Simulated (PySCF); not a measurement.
How methods differ on the ionisation energy of Nb⁺

Nb⁺ [Kr] 4d4 (5D) → Nb²⁺ [Kr] 4d3 (4F), as a difference of total energies. All numbers are calculated (PySCF 2.14, the spin-free X2C one-electron Hamiltonian (Gaussian nucleus), in x2c-SVPall). Correlated levels: valence: [Kr] frozen. The calculations carry no spin-orbit coupling.

| method | ionisation energy (eV) |
| --- | --- |
| UHF | 13.081 |
| MN15 | 14.290 |
| M06-L | 13.897 |
| MP2 (valence) | 13.517 |
| SCS-MP2 (valence) | 13.227 |

How much does correlation contribute at MP2 (valence)?

13.517 − (13.081) = 0.436 eV, measured against UHF.

The reference lies between the lowest fine-structure levels, while these numbers refer to the centres of the terms.

Errors of the correlated levels include the incompleteness of this basis and the frozen core.

For comparison: 14.32 eV (semi-empirical (NIST evaluation); NIST Atomic Spectra Database, ionization energies).
